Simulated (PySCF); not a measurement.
**Question.** Write Cartesian coordinates for `FC(F)CC[SiH3]` as optimised with PBE0-D3(BJ)/def2-SVP.

**Answer.** 
```xyz
14
C3H8F2Si angstrom
F     -2.7824   -0.6107   -0.6748
C     -1.6508    0.0786   -0.4134
F     -1.0345    0.3139   -1.6023
C     -0.7494   -0.7249    0.4845
C      0.5390   -0.0099    0.8798
Si     1.7483    0.4806   -0.5000
H     -1.9353    1.0581    0.0131
H     -0.5360   -1.6682   -0.0458
H     -1.3367   -0.9899    1.3787
H      1.1088   -0.6626    1.5615
H      0.3115    0.8972    1.4680
H      1.3140    1.7010   -1.2398
H      1.9328   -0.6497   -1.4598
H      3.0665    0.7768    0.1441
```

Orientation and origin are arbitrary. Atoms count from 1 in this order. Of the pairs four or more bonds apart, F3···Si6 is among the closest relative to their van der Waals radii: 3.00 Å, 84 % of the sum of Bondi's values. The C–C distances run from 1.505 Å (C2–C4, drawn single) to 1.526 Å (C4–C5, drawn single), a spread of 0.021 Å. Si6 (SiH3 silicon) is tetrahedral (angles from 107.4° to 112.7°).

Bonds between heavy atoms (Å): F1–C2 1.350, C2–F3 1.360, C2–C4 1.505, C4–C5 1.526, C5–Si6 1.899.

The calculation used PBE0-D3(BJ)/def2-SVP geometry optimisation, gas phase in PySCF.

Point group: C1 (no symmetry element, even within 0.4 Å). No frequency check. One conformer, not necessarily the lowest (F1–C2–C4–C5 -178°, C2–C4–C5–Si6 -62°).
